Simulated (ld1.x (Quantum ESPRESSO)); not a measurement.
## PBE ultrasoft dataset for germanium (Ge), non-relativistic all-electron reference.

germanium, ultrasoft, made with ld1.x (Quantum ESPRESSO) 7.5 (PBE, non-relativistic). Core [Ar], reference 3d10 4s2 4p0 (charge +2). Waves: 4s (bound): rcut 1.20, rcutus 1.50 bohr; 4s channel at -1.75 Ry: rcut 1.20, rcutus 1.50 bohr; 4p (bound, empty): rcut 2.00, rcutus 2.25 bohr; 4p channel at -0.15 Ry: rcut 2.00, rcutus 2.25 bohr; 3d (bound): rcut 0.60, rcutus 0.65 bohr; 3d channel at -3.15 Ry: rcut 0.60, rcutus 0.65 bohr. Local part: all-electron potential smoothed inside 1.80 bohr (lloc = -2). Core correction: none. Augmentation charge: PSQ, radius 0.60 bohr.

All-electron outer shells of the reference configuration (PBE, non-relativistic, ld1.x):

```
shell  level (eV)  outermost node (bohr)  outermost maximum (bohr)
   3p     -134.27                   0.23                      0.55
   3d      -49.98                      –                      0.50
   4s      -28.78                   0.78                      1.71
   4p      -19.79                   0.82                      1.98
```

Q: Estimate the cutoffs (Ry, on a coarse ladder) from which the occupation-weighted sum of valence levels, in a spherical-Bessel basis at the reference potential, stays within 10 and 1 mRy of its value at 400 Ry.

A: over 300 Ry and over 300 Ry.

Q: What does a ghost test show?

A: Ghost state, extra bound levels that the all-electron valence spectrum of the same l lacks: s at -79.2 eV. A true bound ghost makes a file unfit for plane-wave use.

Q: Is the overlap operator S = 1 + Σ q|β⟩⟨β| positive definite (Bessel basis up to 400 Ry)?

A: Yes: its lowest eigenvalue is 0.58 (s channel).

Q: Which valence shell sets the plane-wave cutoff?

A: 3d: its level needs over 300 Ry to come within 1 mRy, against 18 Ry for 4s.

Q: Tests: 3d10 4s2 4p2; 3d10 4s2 4p1; 3d10 4s1 4p0; 3d10 4s2 4p1.5; 3d10 4s0 4p4; 3d10 4s0 4p0; 3d10 4s1 4p2. Which has the largest error in its energy relative to the reference configuration, and how large is it?

A: 3d10 4s0 4p0, with +209 meV (all-electron minus pseudo) on +79.87 eV.
